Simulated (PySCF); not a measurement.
## Removing an electron from `C=CC1[SiH2]C[SiH2]C[SiH2]1`

Compound: C₅H₁₄Si₃.
Structure used (PBE0-D3(BJ)/def2-SVP), in Å, numbered top down from 1:
```
atom  x, y, z in Å
C1    -3.152   -0.283   -0.712
C2    -1.816   -0.257   -0.754
C3    -0.908    0.215    0.335
Si4    0.253   -1.170    0.919
C5     1.408   -1.656   -0.488
Si6    2.411   -0.209   -1.163
C7     1.263    1.214   -1.625
Si8    0.107    1.721   -0.226
H9    -3.703    0.056    0.171
H10   -3.739   -0.645   -1.559
H11   -1.329   -0.613   -1.673
H12   -1.502    0.535    1.210
H13   -0.554   -2.344    1.380
H14    1.063   -0.666    2.073
H15    0.810   -2.097   -1.305
H16    2.098   -2.443   -0.141
H17    3.361    0.258   -0.103
H18    3.220   -0.638   -2.349
H19    0.658    0.921   -2.500
H20    1.868    2.083   -1.934
H21    0.918    2.215    0.932
H22   -0.816    2.815   -0.661
```

Level: B3LYP/def2-SVPD (PySCF). Frontier orbitals with their largest atomic shares (Löwdin; up to four atoms above 4 %):

| orbital | ε (eV) | main atoms |
| --- | --- | --- |
| HOMO−3 | -8.85 | Si6 16 %, H17 16 %, C7 8 %, C5 8 % |
| HOMO−2 | -8.30 | C5 14 %, C7 14 %, Si6 12 %, H13 10 % |
| HOMO−1 | -8.06 | C7 15 %, C5 15 %, Si6 14 %, H18 14 % |
| HOMO | -6.80 | ? |
| LUMO | -0.43 | C1 25 %, C2 24 %, C3 7 %, Si8 6 % |
| LUMO+1 | 0.00 | Si6 16 %, Si8 8 %, Si4 8 %, C7 7 % |
| LUMO+2 | 0.34 | Si4 15 %, Si8 15 %, H12 8 %, C1 6 % |

What vertical ionisation energy does ΔSCF give, and how far is −ε(HOMO) from it?

ΔSCF: 8.73 eV (842 kJ/mol; threshold wavelength 142 nm); ⟨S²⟩ of the doublet left behind is 0.757, against 0.75 for a pure doublet. −ε(HOMO) is 6.80 eV, 1.93 eV below it. For the exact functional −ε(HOMO) would equal the first vertical ionisation energy; B3LYP (global hybrid, 20 % exact exchange) falls short of its own ΔSCF value by 22 %.

On which atoms does the HOMO lie?

C1 (terminal =CH2 carbon) 32 %, C2 (alkene CH carbon) 25 %, C3 (sp3 carbon bound to silicon) 16 %, Si8 (SiH2 silicon) 6 %, so no atom holds as much as 40 %. The HOMO−1 lies 1.26 eV lower.

Shift the occupied levels rigidly so that −ε(HOMO) equals the ΔSCF value. What binding energies result?

The shift is +1.93 eV: HOMO 8.73, HOMO−1 9.99, HOMO−2 10.23, HOMO−3 10.78 eV. A rigid shift is only a rough guide to the deeper ionisations.

With α = 138.9 au, estimate the like-pair dispersion coefficient by London's formula C6 = (3/4)α²I.

I = 0.3208 Eh, so C6 ≈ 4640 au, a rough estimate.

Isolated species at its PBE0-D3(BJ)/def2-SVP geometry (one conformer only).
